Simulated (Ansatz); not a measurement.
`C=[CH][GaH][Cl]` + GeH₄ → `C=[CH][GaH][GeH3]` + HCl  (formal exchange of groups at a Ga–Cl bond)

Program: Ansatz. Geometries: PBE0-D4/def2-TZVP. ΔE: electronic, gas phase. CBS: MP2 limit from def2 TZ/QZ plus the TZ coupled-cluster correction, frozen cores. This one scheme is used for every species. Functionals use def2-TZVPP. HSE06 is defined as in plane-wave codes. For Ga, Ge outer-core shells are correlated without core-valence functions, which leaves a few kJ/mol of doubt a bond. Scalar relativity is left out up to krypton. Each species was taken in one conformer, which may not be the lowest.

**Question.** Is it downhill or uphill in electronic energy at CCSD(T)/CBS, and by how much? (Estimate.)

**Answer.** Computed: Uphill: ΔE = +22.2 kcal/mol.

**Question.** What do these levels give: BLYP-D4, PBE0-D4, r2SCANh-D4, HSE06-D4, ωB97X-V, r2SCANh, r2SCAN0, CAM-B3LYP, MP2/def2-SVP, CCSD(T)/def2-TZVPP, MP2/def2-QZVPP, SCS-MP2/def2-QZVPP? (An estimate is asked.)

**Answer.** Computed: BLYP-D4 21.9, PBE0-D4 21.8, r2SCANh-D4 23.6, HSE06-D4 21.8, ωB97X-V 24.0, r2SCANh 23.8, r2SCAN0 23.9, CAM-B3LYP 24.6, MP2/def2-SVP 26.1, CCSD(T)/def2-TZVPP 22.3, MP2/def2-QZVPP 23.2, SCS-MP2/def2-QZVPP 24.2 kcal/mol.

Largest T1 diagnostic among the species: 0.013.

In def2-TZVPP, CCSD(T) changes the Hartree–Fock value by −6.7 kcal/mol (the triples alone add −0.4 kcal/mol) and MP2 by −5.9 kcal/mol. From BLYP to BHLYP (50 % exact exchange), in def2-TZVPP and without D4, ΔE moves by +2.4 kcal/mol. Leaving LDA and LC-ωPBE aside and taking each functional with its dispersion term where it has one, the values, not all of them listed here, spread over 4.8 kcal/mol, from PBE-D4 to B97M-V. LDA lies −0.8 kcal/mol from PBE without D4.
